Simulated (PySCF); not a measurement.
Job for PySCF: R-HF/STO-3G on BrH2InO (SMILES [OH][InH][Br]), a point of a torsion scan.

```python
from pyscf import gto, scf, dft, mp
from pyscf.data.elements import chemcore

mol = gto.M(
    atom='''
    O    -1.36018439   -0.29030433   -0.39682173
    In    0.56322416   -0.10499994   -0.48779056
    Br    1.18023321    0.81759617   -2.66340753
    H    -1.79782144   -0.63597761    0.37852618
    H     1.61570317   -0.52990884    0.77148452
    ''',
    basis='sto-3g',
    charge=0, spin=0, verbose=3, max_memory=1800)
mf = scf.RHF(mol)
mf.conv_tol = 1e-8
mf.max_cycle = 100
mf.kernel()
if not mf.converged:
    mf = mf.newton().run(mf.mo_coeff, mf.mo_occ)
```

Program output:

```
converged SCF energy = -8302.62831141219
```

The run converged.

Cost: very roughly 0.9 core-seconds.
